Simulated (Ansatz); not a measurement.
A nudged elastic band was laid between two geometries of Cl3HSn + H4OSi (11 atoms, charge 0, multiplicity 1).

Method: RKS B3LYP/def2-SVP in Ansatz.

| Property | Result |
| --- | --- |
| movable images | 7 |
| climbing image | yes |
| spring | 5.0 eV/Å² |
| optimiser | quadratic models (default) |
| start path | through a guess of the saddle point |
| force threshold | 0.05 eV/Å |
| iteration limit | 60 |
| end points | relaxed |

Initial state:

```xyz
11
Properties=species:S:1:pos:R:3
Sn 0.303 -0.044 0.031
H 0.293 -0.721 1.593
Cl 2.590 0.147 -0.562
Cl -0.438 2.210 -0.170
Cl -0.558 -1.373 -1.723
O -2.275 -0.071 0.725
Si -3.559 -1.134 0.400
H -3.002 -2.495 0.594
H -4.660 -0.880 1.373
H -4.076 -0.951 -0.984
H -2.443 0.879 0.619
```

Final state:

```xyz
11
Properties=species:S:1:pos:R:3
Sn -0.274 -0.018 -0.952
H -1.265 0.923 3.372
Cl 1.723 -0.748 0.015
Cl -0.195 2.290 -1.309
Cl -0.658 -1.140 -2.974
O -1.748 -0.420 0.275
Si -3.182 -1.293 0.199
H -2.909 -2.735 -0.065
H -3.846 -1.136 1.520
H -4.065 -0.763 -0.880
H -1.406 0.606 2.694
```

Problem. What changes between the two ends?

Solution. Bonds broken: Sn1–H2, O6–H11. Bonds formed: Sn1–O6, H2–H11. Cl3HSn + H4OSi becomes Cl3H3OSiSn + H2.

Problem. What energy profile does the band end with?

Solution. It converged. The highest image is number 4 of 0 to 8, 1.63 eV above the first end and 1.26 eV above the last; the last end lies 0.36 eV above the first. Neighbouring images differ by up to 1.2 eV, so the band resolves the path poorly. A vibrational analysis at the climbing image gives one clearly imaginary mode, 1389i cm⁻¹: a first-order saddle point. The orbitals stay closed-shell, which can raise the energy where a bond breaks towards radicals; this wasn't checked here.

```
image  path coordinate (Å)  energy (eV)  Sn1–H2 (Å)  O6–H11 (Å)  Sn1–O6 (Å)
    0                 0.00         0.00        1.70        0.97        2.67
    1                 1.07         0.05        1.70        0.97        2.70
    2                 2.15         0.15        1.70        0.97        2.70
    3                 3.22         0.40        1.72        0.97        2.47
    4                 4.30         1.63        2.03        1.26        2.13
    5                 5.46         0.52        2.91        2.10        1.97
    6                 6.62         0.37        3.99        2.60        1.96
    7                 7.77         0.36        4.56        2.66        1.96
    8                 8.93         0.36        4.53        2.65        1.96
```

Problem. What is the geometry of the highest image?

Solution. 
```xyz
11
Properties=species:S:1:pos:R:3
Sn -0.146 0.121 -0.272
H -0.428 0.656 1.661
Cl 2.061 -0.491 0.298
Cl -0.354 2.304 -1.113
Cl -0.556 -1.298 -2.123
O -1.965 -0.467 0.679
Si -3.466 -1.213 0.364
H -3.312 -2.691 0.336
H -4.370 -0.811 1.475
H -3.989 -0.720 -0.937
H -1.300 0.177 1.527
```

Time of the run: 20 min on 4 threads of Intel(R) Xeon(R) Platinum 8259CL CPU @ 2.50GHz (Skylake/Cascade Lake) (shared host), peak memory 0.49 GiB.
